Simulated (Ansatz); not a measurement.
Program: Ansatz. Geometries: PBE0-D4/def2-TZVP. ΔE: electronic, gas phase. CCSD(T)/CBS adds triple-zeta CCSD(T) − MP2 to the extrapolated MP2 energy (def2 sets, frozen cores). This one scheme is used for every species. DFT in def2-TZVPP. B3LYP here is the variant with VWN-RPA as its local correlation; programs differ in this. For Ga outer-core shells are correlated without core-valence functions, which leaves a few kJ/mol of doubt a bond. Scalar relativity is left out up to krypton. One conformer a species, not always the lowest.

Consider the formal exchange of groups at a B–Ga bond: `C[B]([SiH3])[GaH2]` + ethylene → `C=CB(C)[SiH3]` + `[GaH3]`.

```tsv
level	ΔE (kJ/mol)	difference from CCSD(T)/CBS
r2SCAN-D4	-27.7	-4.1
B3LYP-D4	-29.2	-5.6
ωB97X-V	-31.1	-7.5
ωB97M-V	-32.3	-8.7
PBE0	-25.9	-2.3
MP2/def2-TZVPP	-33.6	-10.0
SCS-MP2/def2-TZVPP	-33.5	-9.9
CCSD/def2-TZVPP	-27.4	-3.8
HF/def2-QZVPP	-39.1	-15.5
SCS-MP2/def2-QZVPP	-31.9	-8.3
CCSD(T)/CBS	-23.6	0
```

Largest T1 diagnostic among the species: 0.014.

In def2-TZVPP, CCSD(T) changes the Hartree–Fock value by +9.9 kJ/mol (the triples alone add −0.6 kJ/mol) and MP2 by +4.3 kJ/mol. From PBE to PBE0 (25 % exact exchange), in def2-TZVPP and without D4, ΔE moves by −3.9 kJ/mol.

CCSD(T)/CBS has its own doubt, a few kJ/mol and more with outer-core shells, so smaller differences from it don't rank the levels.
